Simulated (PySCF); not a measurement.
C4H6F2, SMILES [C@H]1([C@H](CC1)F)F.

The structure is a stationary point at PBE0-D3(BJ)/def2-SVP. The structure was generated by enumeration; whether it is a known compound was not checked.

These are TDA-PBE/def2-SVPD (PySCF 2.14.0) values and carry that method's errors.

Vertical excitations. The molecule is in vacuum. State labels are in the subgroup C2.

Computed UV-visible absorptions:
| state | symmetry | energy (eV) | λ (nm) | f | main pairs |
|---|---|---|---|---|---|
| S1 | B | 7.43 | 167 | 0.012 | HOMO→LUMO 99 % |
| S2 | A | 7.43 | 167 | 0.017 | HOMO→LUMO+1 100 % |
| S3 | A | 7.81 | 159 | 0.002 | HOMO−1→LUMO 99 % |
| S4 | B | 7.83 | 158 | 0.008 | HOMO−1→LUMO+1 99 % |
| S5 | B | 8.04 | 154 | 0.009 | HOMO−2→LUMO 91 % |
| S6 | B | 8.11 | 153 | 0.024 | HOMO→LUMO+2 92 % |
| S7 | A | 8.12 | 153 | 0.001 | HOMO−2→LUMO+1 66 %, HOMO→LUMO+3 33 % |
| S8 | A | 8.16 | 152 | 0.001 | HOMO→LUMO+3 66 %, HOMO−2→LUMO+1 32 % |
| S9 | B | 8.49 | 146 | 0.010 | HOMO−1→LUMO+3 100 % |
| S10 | A | 8.51 | 146 | 0.022 | HOMO−1→LUMO+2 99 % |
| T1 | B | 7.15 | 173 | 0 | HOMO→LUMO 99 % |
| T2 | A | 7.32 | 169 | 0 | HOMO→LUMO+1 99 % |
| T3 | A | 7.56 | 164 | 0 | HOMO−1→LUMO 99 % |
| T4 | B | 7.69 | 161 | 0 | HOMO−1→LUMO+1 99 % |
Triplets are in the Tamm–Dancoff approximation.
